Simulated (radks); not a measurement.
Q: These are the eigenvalues of the occupied orbitals of an atom or ion with whole-number occupations (eV). All-electron calculation, scalar-relativistic Kohn-Sham, PBE, spin-polarised, spherical densities, point nucleus. Program: a radial shooting solver on a logarithmic mesh with Libxc functionals.

1s up: -12542.42
1s down: -12542.34
2s up: -1643.933
2s down: -1643.899
2p up: -1450.428
2p down: -1450.363
3s up: -249.9716
3s down: -249.8714
3p up: -189.4315
3p down: -189.3148
3d up: -89.4910
3d down: -89.3224
4s up: -49.9227
4s down: -48.6013
4p up: -37.0242

Which element is it, and in what charge state? The configuration may be excited. Open shells, if any, are filled with parallel spins first.

A: Z = 34, selenium, charge +3: Se3+ in [Ar] 3d10 4s2 4p1. The list shows which subshells hold electrons but not how many an open one holds; the 1s level, -460.93 hartree, gives Z - s = 30.4 by -(Z - s)^2/2, which with screening and relativity narrows Z to a few neighbours, and the depths of the outer levels then fix element, charge and occupations together.
